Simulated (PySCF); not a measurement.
# TDDFT excited states: C4H12GeO

Compound: C4H12GeO.
Z-matrix (Å and degrees, PBE0-D3(BJ)/def2-SVP geometry), rows numbered from 1:
```
C 
C   1  1.5197
C   2  1.5217  1  113.31
C   3  1.5157  2  113.50  1   177.81
O   4  1.4058  3  109.37  2   -61.72
Ge  5  1.7819  4  120.31  3   173.88
H   1  1.1022  2  111.18  3   -60.19
H   1  1.1007  2  111.65  3   179.74
H   1  1.1024  2  111.47  3    59.46
H   2  1.1051  1  109.77  3  -122.19
H   2  1.1019  1  110.16  3   121.47
H   3  1.1042  2  109.66  1    56.60
H   3  1.1047  2  110.25  1   -60.33
H   4  1.1107  3  109.36  2    59.89
H   4  1.1088  3  109.59  2   176.61
H   6  1.5329  5  104.76  4  -177.00
H   6  1.5438  5  109.03  4   -57.02
H   6  1.5438  5  109.43  4    63.16
```

The calculation used PySCF, TDDFT wB97X-D/def2-SVPD, vertical, gas phase, core orbitals frozen in the response. The wB97X-D/def2-SVPD calculation is non-relativistic and has no spin–orbit coupling, an omission that weighs most on germanium.

```json
{"state": "S1", "λ (nm)": "184.1", "E (eV)": "6.74", "f": "0.0001", "|μ| (D)": "0.06", "main configurations (H = HOMO, L = LUMO)": "H→L (59%), H→L+1 (32%)"}
{"state": "S2", "λ (nm)": "164.6", "E (eV)": "7.53", "f": "0.053", "|μ| (D)": "1.37", "main configurations (H = HOMO, L = LUMO)": "H→L+1 (63%), H→L (28%)"}
{"state": "S3", "λ (nm)": "160.7", "E (eV)": "7.72", "f": "0.042", "|μ| (D)": "1.20", "main configurations (H = HOMO, L = LUMO)": "H-1→L (49%), H-1→L+1 (34%)"}
{"state": "S4", "λ (nm)": "153.8", "E (eV)": "8.06", "f": "0.0013", "|μ| (D)": "0.20", "main configurations (H = HOMO, L = LUMO)": "H→L+3 (71%), H→L+4 (15%)"}
{"state": "S5", "λ (nm)": "147.7", "E (eV)": "8.39", "f": "0.029", "|μ| (D)": "0.95", "main configurations (H = HOMO, L = LUMO)": "H-1→L+1 (38%), H→L+4 (22%), H-1→L (11%)"}
{"state": "S6", "λ (nm)": "146.8", "E (eV)": "8.45", "f": "0.0046", "|μ| (D)": "0.38", "main configurations (H = HOMO, L = LUMO)": "H→L+2 (21%), H→L+5 (18%), H→L+3 (12%)"}
{"state": "S7", "λ (nm)": "144.5", "E (eV)": "8.58", "f": "0.015", "|μ| (D)": "0.69", "main configurations (H = HOMO, L = LUMO)": "H-4→L (34%), H→L+5 (21%), H→L+4 (11%)"}
{"state": "S8", "λ (nm)": "142.7", "E (eV)": "8.69", "f": "0.015", "|μ| (D)": "0.68", "main configurations (H = HOMO, L = LUMO)": "H-5→L (29%), H-3→L (16%), H-5→L+1 (11%)"}
{"state": "S9", "λ (nm)": "141.0", "E (eV)": "8.79", "f": "0.151", "|μ| (D)": "2.13", "main configurations (H = HOMO, L = LUMO)": "H→L+5 (20%), H-4→L+1 (19%), H-1→L (16%)"}
{"state": "S10", "λ (nm)": "138.7", "E (eV)": "8.94", "f": "0.045", "|μ| (D)": "1.15", "main configurations (H = HOMO, L = LUMO)": "H→L+6 (76%)"}
```

Triplets (Tamm–Dancoff): T1 6.44 eV, H→L (66%), H→L+1 (20%); T2 7.30 eV, H-1→L (61%), H-1→L+1 (17%); T3 7.32 eV, H→L+1 (70%), H→L (14%); T4 7.96 eV, H→L+3 (74%), H→L+4 (9%).

The lowest singlet comes at 184 nm (650 kJ/mol) in the vacuum ultraviolet; it is dark (f under 0.0005); its leading configuration is HOMO→LUMO (59%). The strongest level in the table is S9 at 8.79 eV (141 nm, f = 0.151). Löwdin shares by element: HOMO oxygen 54%, carbon 13% or more, germanium 7%, hydrogen 7% or more (atoms not listed hold the other 18%); LUMO germanium 46%, hydrogen 36% or more (atoms not listed hold the other 18%). The oscillator strengths of these states sum to 0.357; summed over the whole spectrum of an exact calculation they would give the number of electrons, 76 (Thomas–Reiche–Kuhn). Orbital energies (eV): HOMO-3 -11.14, HOMO-2 -10.92, HOMO-1 -10.32, HOMO -9.59, LUMO 1.82, LUMO+1 1.88, LUMO+2 2.72. Of the 10 states listed, 7 reach f = 0.01 and 1 stays under 0.0005. All these states lie below the vertical ionisation energy of 9.79 eV (ΔSCF). The window holds the lowest 10 singlets.

One conformer stands for the species.

Without π bonds the low states are Rydberg-like; a valence basis with one diffuse set may place them up to an eV too high.
